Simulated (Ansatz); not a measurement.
```yaml
crystal:
  periodic: [false, false, false]
  atoms:
    - {symbol: As, position_ang: [0.082327, -1.846935, -1.620675]}
    - {symbol: B, position_ang: [-1.599087, -0.924057, -0.874552]}
    - {symbol: B, position_ang: [0.139388, -1.959185, 1.925961]}
    - {symbol: As, position_ang: [-1.421139, -0.821145, 1.208327]}
    - {symbol: As, position_ang: [-1.559041, 0.993587, -1.620622]}
    - {symbol: B, position_ang: [-1.628536, 1.099198, 1.925694]}
    - {symbol: B, position_ang: [1.847186, -1.001216, -0.966025]}
    - {symbol: As, position_ang: [1.894020, -1.314489, 1.084034]}
    - {symbol: As, position_ang: [1.747919, 1.010138, -1.408743]}
    - {symbol: B, position_ang: [0.054859, 2.100383, -0.965740]}
    - {symbol: As, position_ang: [-0.193180, 2.297092, 1.084342]}
    - {symbol: H, position_ang: [0.078959, -3.310543, -1.284484]}
    - {symbol: H, position_ang: [0.076072, -1.893672, -3.127410]}
    - {symbol: H, position_ang: [-2.595724, -1.499926, -1.239941]}
    - {symbol: H, position_ang: [0.024671, -3.093630, 1.500592]}
    - {symbol: H, position_ang: [0.208931, -1.859017, 3.129815]}
    - {symbol: H, position_ang: [-2.657630, -1.535944, 1.680253]}
    - {symbol: H, position_ang: [-1.602436, 1.011613, -3.127355]}
    - {symbol: H, position_ang: [-2.828850, 1.721447, -1.284547]}
    - {symbol: H, position_ang: [-2.668485, 1.566247, 1.499728]}
    - {symbol: H, position_ang: [-1.507598, 1.109516, 3.129601]}
    - {symbol: H, position_ang: [2.812240, -1.474136, -1.518474]}
    - {symbol: H, position_ang: [3.004591, -2.298231, 1.323951]}
    - {symbol: H, position_ang: [2.503443, -0.087084, 1.715701]}
    - {symbol: H, position_ang: [2.030638, 1.173710, -2.879022]}
    - {symbol: H, position_ang: [2.945032, 1.701866, -0.813261]}
    - {symbol: H, position_ang: [0.126934, 3.172738, -1.518049]}
    - {symbol: H, position_ang: [1.174391, 2.210991, 1.716205]}
    - {symbol: H, position_ang: [-0.489892, 3.750675, 1.324687]}
basis:
  gaussian: {orbitals: def2-TZVP}
total_charge: 2
magnetization: {spin_polarized: true, initial_magnetization: 1}
hamiltonian: {xc: pbe0, dispersion: d4}
scf: {omitted_lower_state_checks: [starts]}
output: {orbitals: {seedname: orbitals}}
```

```sh
$ ansatz run in.yaml --threads 4 --pin off --events-out ev --progress --plain --max-ram 6963MiB
```

(1) Does this run fit into the memory that it is given?

Results:

(1) No. It has 551 basis functions, and Ansatz plans for 14 GiB where 7 GiB are given.
